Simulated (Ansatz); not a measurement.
Reaction (isomerisation): `C[Si](F)([SiH3])[SiH3]` → `FC([SiH3])([SiH3])[SiH3]`

Computed with Ansatz on PBE0-D4/def2-TZVP structures; ΔE is electronic, products minus reactants. CBS: MP2 limit from def2 TZ/QZ plus the TZ coupled-cluster correction, frozen cores. DFT in def2-TZVPP.

`C[Si](F)([SiH3])[SiH3]`:

Z-matrix (Å, degrees):
```
C
Si 1 1.867
H 1 1.093 2 110.9
H 1 1.094 2 110.2 3 119.7
H 1 1.093 2 110.9 3 -120.6
F 2 1.617 1 108.1 3 60.3
Si 2 2.349 1 111.1 3 -58.1
Si 2 2.349 1 111.1 3 178.7
H 7 1.487 2 111.1 1 178.2
H 7 1.490 2 108.6 1 -62.6
H 7 1.489 2 111.3 1 56.7
H 8 1.487 2 111.1 1 -178.5
H 8 1.490 2 108.6 1 62.2
H 8 1.489 2 111.2 1 -57.0
```

`FC([SiH3])([SiH3])[SiH3]`:

```xyz
14

F    -1.749    0.682   -0.330
C    -0.439    0.171   -0.083
Si    0.446    0.066   -1.755
Si   -0.643   -1.539    0.708
Si    0.425    1.384    1.090
H     1.813   -0.468   -1.519
H     0.535    1.417   -2.365
H    -0.298   -0.844   -2.663
H    -1.373   -2.440   -0.220
H     0.712   -2.086    0.977
H    -1.397   -1.418    1.982
H     1.793    0.870    1.357
H     0.507    2.725    0.457
H    -0.332    1.479    2.364
```

```tsv
level	ΔE (kJ/mol)	difference from CCSD(T)/CBS
r2SCAN-D4	265.6	4.3
ωB97X-V	254.5	-6.8
ωB97M-V	247.2	-14.1
B2PLYP	261.1	-0.2
PBE	268.4	7.1
r2SCAN	266.3	5.0
MP2/def2-TZVPP	259.5	-1.8
CCSD(T)/def2-TZVPP	257.8	-3.5
HF/def2-QZVPP	263.1	1.8
MP2/CBS(def2)	263.0	1.7
CCSD(T)/CBS	261.3	0
```

Largest T1 diagnostic among the species: 0.013.

The D4 term adds −7.1 kJ/mol with B3LYP and −3.3 kJ/mol with PBE0; it sums over pairs of atoms, weighted by their polarisabilities, and B3LYP, whose exchange is more repulsive, gets the larger term. From PBE to PBE0 (25 % exact exchange), in def2-TZVPP and without D4, ΔE moves by +3.9 kJ/mol.

B3LYP here is the variant with VWN-RPA as its local correlation; programs differ in this.
